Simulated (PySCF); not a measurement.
C6H19N3Si, SMILES CN([SiH](N(C)C)N(C)C)C, singlet (GFN2-xTB optimised geometry):

```
29

Si    -0.321    -0.638     0.000
N     -0.811     1.013     0.000
C     -1.925     1.514    -0.758
C     -0.508     1.833     1.144
N     -1.004    -1.402    -1.389
C     -2.390    -1.794    -1.412
C     -0.205    -2.175    -2.305
N      1.396    -0.638     0.000
C      2.213     0.431    -0.508
C      2.151    -1.811     0.335
H     -0.711    -1.357     1.235
H     -1.731     2.547    -1.064
H     -2.856     1.506    -0.175
H     -2.059     0.905    -1.646
H     -1.348     1.870     1.849
H      0.358     1.428     1.658
H     -0.288     2.857     0.826
H     -2.815    -1.630    -2.408
H     -2.510    -2.857    -1.166
H     -2.948    -1.209    -0.688
H     -0.224    -3.245    -2.059
H      0.822    -1.828    -2.270
H     -0.584    -2.056    -3.325
H      2.948     0.740     0.244
H      1.582     1.278    -0.757
H      2.762     0.121    -1.406
H      2.663    -2.227    -0.543
H      2.914    -1.574     1.086
H      1.489    -2.571     0.739
```

Calculation: CAM-B3LYP/def2-SVP in PySCF.

**Question.** What are the frontier orbital energies and the dipole moment?

**Answer.** HOMO-2 -7.62 eV, HOMO-1 -7.41 eV, HOMO -7.21 eV, LUMO 2.45 eV, LUMO+1 2.80 eV; dipole moment 0.40 D.

On the same geometry PBE/def2-SVP run with PySCF gives HOMO-2 -4.89 eV, HOMO-1 -4.72 eV, HOMO -4.54 eV, LUMO 0.75 eV, LUMO+1 0.94 eV; dipole moment 0.43 D.

Meta-Löwdin charges at CAM-B3LYP/def2-SVP: Si1 1.03, N2 -0.45, C3 -0.18, C4 -0.18, N5 -0.46, C6 -0.17, C7 -0.17, N8 -0.44, C9 -0.18, C10 -0.17, H11 -0.19, H12 0.09, H13 0.07, H14 0.10, H15 0.07, H16 0.10, H17 0.09, H18 0.09, H19 0.08, H20 0.10, H21 0.07, H22 0.10, H23 0.09, H24 0.08, H25 0.11, H26 0.07, H27 0.08, H28 0.08, H29 0.10.
